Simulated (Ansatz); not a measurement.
Input file for C2H4AlCl (`[AlH2]/[CH]=C/Cl`):

```yaml
crystal:
  periodic: [false, false, false]
  atoms:
    - {symbol: Al, position_ang: [-0.144687, 1.525706, -0.223513]}
    - {symbol: C, position_ang: [0.369555, -0.323842, -0.469180]}
    - {symbol: C, position_ang: [-0.042328, -1.206568, 0.436192]}
    - {symbol: Cl, position_ang: [0.311075, -2.898343, 0.393736]}
    - {symbol: H, position_ang: [0.301924, 2.644002, -1.252766]}
    - {symbol: H, position_ang: [-1.028479, 1.854083, 1.052431]}
    - {symbol: H, position_ang: [0.972052, -0.697676, -1.294342]}
    - {symbol: H, position_ang: [-0.647113, -0.954460, 1.301543]}
basis:
  gaussian: {orbitals: def2-TZVPP}
correlation: {method: ccsd_t}
output: {orbitals: {seedname: orbitals}}
```

```sh
$ ansatz run in.yaml --threads 2 --pin off --events-out ev --progress --plain --max-ram 4352MiB
```

The program prints (abridged):

```
Functional definition: HF
1191 factors; integrals over basis functions are off by at most 1.2e-3 eV
mean field evaluation 1: about -21208.5194 eV, gradient 2.8e1 eV
mean field evaluation 2: about -21208.7188 eV, gradient 2.8e1 eV
mean field evaluation 4: about -21211.1346 eV, gradient 3.5e0 eV
mean field evaluation 8: about -21211.1936 eV, gradient 3.2e-1 eV
mean field -21211.19451390 eV, -779.4970209219 hartree, gradient 7.7e-6 eV, S^2 0.000000; 0 other end points of the search recorded, 0 dependent functions left out
12 core orbitals not correlated: weight in the atoms' cores, before any rotation towards them, 1.000 or more for the frozen orbitals, at most 0.000 for the correlated occupied ones
reference -21211.19451390 eV, -779.4970209219 hartree; 11, 11 occupied and 179, 179 virtual orbitals, 1191 factors
second order -16.05041405 eV of doubles, -0.00000000 eV of singles
cycle   1  -16.67449908 eV  change   -6.2e-1 eV  update   9.3e-2
cycle   2  -17.14894705 eV  change   -4.7e-1 eV  update   2.9e-2
cycle   3  -17.24075016 eV  change   -9.2e-2 eV  update   1.3e-2
cycle   4  -17.23453858 eV  change    6.2e-3 eV  update   3.4e-3
cycle   5  -17.23492535 eV  change   -3.9e-4 eV  update   1.5e-3
cycle   6  -17.23506021 eV  change   -1.3e-4 eV  update   4.0e-4
cycle   7  -17.23497430 eV  change    8.6e-5 eV  update   1.7e-4
cycle   8  -17.23497302 eV  change    1.3e-6 eV  update   6.6e-5
cycle   9  -17.23498191 eV  change   -8.9e-6 eV  update   2.4e-5
perturbative correction -0.77901350 eV, -0.0286282179 hartree
Total energy: -21229.20850931 eV, -780.1590230428 hartree
```

It took 42 s on 2 threads of an Arm Neoverse V2 on a shared host, with 2.4 GiB of host memory at the peak.

The correlation energy is -18.014 eV, 4.3 % of it from (T); the T1 diagnostic reads 0.0111.
